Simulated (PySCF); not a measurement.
## Correlation energy of Be (beryllium, neutral)

[He] 2s1 2p1, high-spin 3P determinant (an excited configuration). Computed with PySCF 2.14 in def2-QZVPPD (7s4p2d1f, 36 functions), with the non-relativistic Hamiltonian (point nucleus). Frozen: nothing; 4 electrons correlated.

```
  level  correlation energy (mhartree)
   CCSD                         -41.75
    (T)                          -0.04
CCSD(T)                         -41.79
  CCSDT                         -41.80
```

Diagnostics: T1 = 0.0032, D1 = 0.0080, largest double amplitude 0.040.

Task: Is a single reference adequate?

Result: Yes: T1 lies below 0.03 and no double amplitude reaches 0.07.

This basis was not built for core-valence correlation, so the inner-shell part is incomplete.
